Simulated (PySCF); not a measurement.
PySCF job for C₂H₇ClOSn, SMILES [CH3][Sn]([CH3])([OH])[Cl], PBE-D3(BJ)/def2-SVP. Coordinates come from a PBE-D3(BJ)/def2-SVP optimisation. The def2 effective core potentials stand for the cores of Sn; spin–orbit coupling is left out. The values are those of a single conformer.

```python
import numpy as np
from pyscf import gto, scf, dft, df
from pyscf.hessian import thermo

mol = gto.M(
    atom='''
    C     1.86911078   -0.75498135   -1.00237164
    Sn    0.00712990    0.04609440   -0.25165286
    C    -1.86970030   -0.51942203   -1.13764032
    O    -0.02579789    2.05449860   -0.34762603
    Cl   -0.04718822   -0.53203829    2.06991621
    H     1.99824544   -0.45365162   -2.05938879
    H     2.70400866   -0.36229328   -0.39266859
    H     1.84329776   -1.85844210   -0.92468570
    H    -2.49204670   -0.99119305   -0.35512506
    H    -2.35589413    0.40531926   -1.50085456
    H    -1.71141630   -1.22483154   -1.97447033
    H     0.66943040    2.43545458    0.22234046
    ''',
    basis='def2-SVP',
    ecp={'Sn': 'def2-svp'},
    charge=0,
    spin=0,
    max_memory=1600,
    verbose=3,
)
mf = dft.RKS(mol, xc='pbe').density_fit(auxbasis='def2-universal-jkfit')
mf.disp = 'd3bj'
mf.grids.level = 3
mf.conv_tol = 1e-11
mf.max_cycle = 100
mf.kernel()

# [left out here: the lines that compute and print the analytic Hessian (its translational invariance restored by hand, since the grid's response is missing), thermochemistry and intensities]
```

Log of the run:

```
converged SCF energy = -829.564533924081

WARN: DFTD3 does not support analytical Hessian, using finite difference


WARN: Mole.unit (angstrom) is changed to Bohr

Mode                                 0                   1                   2
Irrep
Freq [cm^-1]                       28.0860             51.7155            108.0439
Reduced mass [au]                   1.0188              1.0164              2.9426
Force const [Dyne/A]                0.0005              0.0016              0.0202
Char temp [K]                      40.4094             74.4071            155.4512
Normal mode                   x     y     z       x     y     z       x     y     z
       0   C                -0.00  0.00 -0.00   -0.00 -0.01  0.01   -0.06 -0.05 -0.09
       1  Sn                 0.00  0.00  0.00    0.00 -0.00  0.00   -0.01 -0.00  0.01
       2   C                 0.00  0.01 -0.01   -0.00  0.00  0.00    0.07 -0.04 -0.13
       3   O                 0.01  0.00  0.01    0.00 -0.00 -0.01   -0.00 -0.00  0.08
       4  Cl                -0.01 -0.01 -0.00   -0.00  0.01  0.00    0.02  0.05  0.02
       5   H                -0.27 -0.47 -0.17   -0.01 -0.04 -0.00   -0.13 -0.04 -0.10
       6   H                 0.05  0.44 -0.36    0.00  0.01 -0.01   -0.00 -0.09 -0.15
       7   H                 0.22  0.03  0.52    0.00 -0.01  0.03   -0.11 -0.05 -0.11
       8   H                -0.01  0.03 -0.01    0.20 -0.51 -0.15    0.01 -0.08 -0.21
       9   H                 0.02  0.01 -0.03   -0.24  0.07  0.51    0.07 -0.05 -0.16
      10   H                 0.00 -0.01  0.01    0.04  0.44 -0.36    0.17 -0.01 -0.13
      11   H                 0.02 -0.00  0.00    0.04  0.00 -0.06   -0.12 -0.03  0.25
Mode                                 3                   4                   5
Irrep
Freq [cm^-1]                      113.8527            127.6641            137.9989
Reduced mass [au]                   4.1125              3.5805              2.6284
[...]
      11   H                -0.06  0.15 -0.03    0.02 -0.07  0.04   -0.04  0.12 -0.04
Mode                                15                  16                  17
Irrep
Freq [cm^-1]                      761.4494            836.2030           1148.7976
Reduced mass [au]                   1.2196              1.0964              1.2172
Force const [Dyne/A]                0.4166              0.4517              0.9465
Char temp [K]                    1095.5561           1203.1099           1652.8640
Normal mode                   x     y     z       x     y     z       x     y     z
       0   C                -0.04 -0.04 -0.05    0.01  0.01  0.01    0.06 -0.02 -0.02
       1  Sn                -0.00  0.01  0.01   -0.01 -0.00 -0.00   -0.00 -0.00 -0.00
       2   C                 0.05 -0.06 -0.06   -0.00 -0.03  0.00    0.10  0.03  0.04
       3   O                 0.00  0.00  0.00    0.05 -0.02  0.04    0.00  0.00  0.00
       4  Cl                 0.00 -0.00  0.00    0.00  0.00 -0.00    0.00 -0.00  0.00
       5   H                 0.23  0.03  0.01   -0.06  0.00  0.00   -0.23  0.12 -0.00
       6   H                -0.33  0.21  0.19    0.07 -0.03 -0.04   -0.15  0.13  0.15
       7   H                 0.28 -0.04  0.02   -0.04  0.00 -0.02   -0.24  0.00  0.10
       8   H                 0.13  0.19  0.17   -0.06  0.02 -0.02   -0.33 -0.03 -0.31
       9   H                 0.18  0.13  0.24    0.11  0.05  0.04   -0.35 -0.26 -0.13
      10   H                -0.51 -0.06 -0.15   -0.04  0.02 -0.04   -0.44 -0.00 -0.05
      11   H                 0.02  0.02 -0.03   -0.24  0.87 -0.23   -0.00  0.02 -0.01
Mode                                18                  19                  20
Irrep
Freq [cm^-1]                     1155.4084           1374.7458           1376.9443
Reduced mass [au]                   1.1941              1.0552              1.0540
Force const [Dyne/A]                0.9392              1.1749              1.1774
Char temp [K]                    1662.3755           1977.9531           1981.1162
Normal mode                   x     y     z       x     y     z       x     y     z
       0   C                -0.09  0.04  0.04    0.03  0.05  0.02    0.00  0.00  0.00
       1  Sn                 0.00 -0.00 -0.00    0.00  0.00  0.00   -0.00 -0.00  0.00
       2   C                 0.05  0.02  0.02    0.00  0.00 -0.00   -0.01 -0.04  0.05
       3   O                 0.00  0.00  0.00   -0.00  0.00 -0.00   -0.00 -0.00 -0.00
       4  Cl                -0.00 -0.00  0.00   -0.00 -0.00 -0.00    0.00  0.00  0.00
       5   H                 0.39 -0.23  0.00   -0.34 -0.59 -0.21   -0.00 -0.05 -0.01
       6   H                 0.29 -0.24 -0.27   -0.19 -0.11  0.40   -0.02  0.03  0.01
       7   H                 0.41 -0.00 -0.18    0.13  0.00 -0.44   -0.02 -0.00 -0.06
       8   H                -0.19 -0.02 -0.18   -0.01 -0.01 -0.02    0.12  0.23  0.30
       9   H                -0.21 -0.15 -0.07    0.00  0.02  0.04    0.02 -0.22 -0.48
      10   H                -0.25 -0.00 -0.03    0.00 -0.03  0.03   -0.01  0.54 -0.45
      11   H                -0.01  0.02  0.00    0.00 -0.01  0.00    0.00 -0.01  0.00
Mode                                21                  22                  23
Irrep
Freq [cm^-1]                     1378.9362           1384.4120           2993.1825
Reduced mass [au]                   1.0551              1.0546              1.0301
Force const [Dyne/A]                1.1820              1.1909              5.4372
Char temp [K]                    1983.9821           1991.8607           4306.5232
Normal mode                   x     y     z       x     y     z       x     y     z
       0   C                -0.01  0.03 -0.06   -0.00  0.00 -0.00    0.04 -0.02 -0.02
       1  Sn                -0.00  0.00 -0.00   -0.00  0.00  0.00   -0.00  0.00  0.00
       2   C                 0.00 -0.00  0.00   -0.03  0.05  0.04    0.00  0.00  0.00
       3   O                 0.00  0.00  0.00    0.00  0.00  0.00    0.00 -0.00  0.00
       4  Cl                 0.00  0.00 -0.00    0.00  0.00  0.00    0.00  0.00 -0.00
       5   H                -0.29  0.17 -0.03   -0.01  0.00 -0.00   -0.06 -0.17  0.56
       6   H                 0.04 -0.58  0.28   -0.01 -0.01  0.01   -0.40 -0.20 -0.31
       7   H                 0.40  0.05  0.50    0.02  0.00  0.01    0.03  0.57 -0.05
       8   H                -0.01  0.03  0.02    0.31 -0.60 -0.09   -0.02 -0.01  0.02
       9   H                -0.01 -0.02 -0.02    0.39  0.07 -0.44   -0.01  0.03 -0.01
      10   H                 0.01  0.04 -0.03   -0.34 -0.08  0.06    0.01 -0.02 -0.02
      11   H                -0.00  0.01  0.00   -0.00  0.01 -0.00   -0.00 -0.00 -0.00
Mode                                24                  25                  26
Irrep
Freq [cm^-1]                     2997.9624           3112.5981           3117.4653
Reduced mass [au]                   1.0296              1.1057              1.1056
Force const [Dyne/A]                5.4524              6.3114              6.3306
Char temp [K]                    4313.4004           4478.3356           4485.3384
Normal mode                   x     y     z       x     y     z       x     y     z
       0   C                -0.00  0.00  0.00    0.01  0.07 -0.06    0.05  0.05  0.06
       1  Sn                -0.00 -0.00 -0.00    0.00  0.00 -0.00    0.00  0.00  0.00
       2   C                 0.04  0.01  0.02    0.00 -0.00  0.00    0.00 -0.00 -0.00
       3   O                -0.00 -0.00  0.00    0.00 -0.00 -0.00    0.00 -0.00 -0.00
       4  Cl                 0.00  0.00 -0.00   -0.00 -0.00  0.00   -0.00  0.00 -0.00
       5   H                 0.00  0.01 -0.03   -0.07 -0.17  0.64    0.05  0.11 -0.34
       6   H                 0.02  0.01  0.02    0.01  0.02 -0.00   -0.60 -0.28 -0.44
       7   H                -0.00 -0.03  0.00   -0.02 -0.67  0.04   -0.00 -0.37  0.04
       8   H                -0.30 -0.23  0.40    0.00  0.00 -0.00   -0.00 -0.00  0.00
       9   H                -0.24  0.49 -0.18   -0.00  0.00 -0.00   -0.00  0.00 -0.00
      10   H                 0.10 -0.37 -0.44   -0.00  0.00  0.00   -0.00  0.00  0.00
      11   H                 0.00  0.00  0.00    0.00 -0.00 -0.00    0.00 -0.00 -0.00
Mode                                27                  28                  29
Irrep
Freq [cm^-1]                     3120.2878           3123.8855           3717.6605
Reduced mass [au]                   1.1062              1.1058              1.0669
Force const [Dyne/A]                6.3455              6.3581              8.6878
Char temp [K]                    4489.3994           4494.5757           5348.8858
Normal mode                   x     y     z       x     y     z       x     y     z
       0   C                 0.00  0.00  0.00    0.00 -0.00  0.00   -0.00 -0.00 -0.00
       1  Sn                -0.00  0.00  0.00   -0.00 -0.00  0.00    0.00 -0.00  0.00
       2   C                -0.04  0.07  0.04   -0.02 -0.05  0.07   -0.00 -0.00 -0.00
       3   O                 0.00 -0.00  0.00   -0.00  0.00 -0.00    0.04  0.03  0.03
       4  Cl                 0.00  0.00 -0.00    0.00  0.00 -0.00   -0.00 -0.00  0.00
       5   H                 0.00  0.00 -0.00   -0.00  0.00 -0.00   -0.00  0.00 -0.00
       6   H                -0.00 -0.00 -0.00   -0.00 -0.00 -0.00    0.00  0.00  0.00
       7   H                 0.00 -0.00  0.00    0.00 -0.00  0.00    0.00 -0.00 -0.00
       8   H                 0.12  0.11 -0.15    0.43  0.32 -0.54    0.00  0.00  0.00
       9   H                 0.24 -0.46  0.19   -0.24  0.45 -0.17   -0.00  0.00 -0.00
      10   H                 0.11 -0.47 -0.56    0.02 -0.12 -0.13   -0.00  0.00 -0.00
      11   H                -0.00 -0.00 -0.00    0.00  0.00  0.00   -0.68 -0.39 -0.56
temperature 298.1500 [K]
pressure 101325.00 [Pa]
Rotational constants [GHz] 2.45277 1.68551 1.55963
Symmetry number 1
Zero-point energy (ZPE) 0.08350 [Eh]   219232.673 [J/mol]
                           tot       elec      trans        rot        vib
Entropy [J/mol/K]       427.156      0.000    174.902    118.414    133.840
Cv [J/mol/K]            130.009      0.000     12.472     12.472    105.065
Cp [J/mol/K]            138.323      0.000     20.786     12.472    105.065
Internal energy [J/mol]                      3718.434   3718.434 238059.834
Internal energy [Eh]   -829.47103  -829.56453
Enthalpy [J/mol]                             6197.391   3718.434 238059.834
Enthalpy [Eh]          -829.47008
Gibbs free energy [J/mol]                  -45949.549 -31586.761 198155.336
Gibbs free energy [Eh] -829.51859
static polarisability / bohr^3: [[74.916 -0.646  0.686]
 [-0.649 63.176 -0.788]
 [ 0.683 -0.785 73.659]]
largest difference of analytic and finite-field dipole derivatives / e: 0.0010171300631784952
mode   freq/cm-1   IR/(km/mol)   Raman/(A^4/amu)   depolarisation
   1       28.09         0.031             0.008            0.671
   2       51.72         0.375             0.009            0.720
   3      108.04         4.433             4.364            0.745
   4      113.85         1.732             4.395            0.749
   5      127.66         4.078             2.401            0.719
   6      138.00         5.061             2.467            0.713
   7      158.94        15.861             3.461            0.728
   8      212.47        92.491             0.629            0.644
   9      346.94        42.797            10.484            0.130
  10      490.99        10.430            48.430            0.109
  11      528.27        26.501             9.754            0.644
  12      589.74        64.916             9.605            0.223
  13      698.68        19.750             1.007            0.744
  14      709.31         2.733             1.176            0.711
  15      750.20        45.462             0.954            0.604
  16      761.45        49.512             1.800            0.747
  17      836.20        91.803             2.187            0.700
  18     1148.80         1.396             3.160            0.387
  19     1155.41         1.086            10.649            0.149
  20     1374.75         3.074             9.494            0.749
  21     1376.94         3.096            10.131            0.749
  22     1378.94         2.410             9.983            0.749
  23     1384.41         2.931            10.225            0.746
  24     2993.18         1.689           132.145            0.003
  25     2997.96         1.268           151.993            0.002
  26     3112.60         0.613            90.437            0.749
  27     3117.47         0.229            90.788            0.748
  28     3120.29         0.568            83.879            0.749
  29     3123.89         0.043            77.456            0.749
  30     3717.66        45.965           118.569            0.270
max |gradient| / (hartree/bohr): 3.131730076247271e-05
APT charges: [-0.339   1.653  -0.312  -0.7444 -0.5911  0.0113  0.0159  0.0163  0.0276
  0.0201  0.014   0.2284]
```

The calculation finished and met its thresholds.

Cost: very roughly 5 core-minutes.
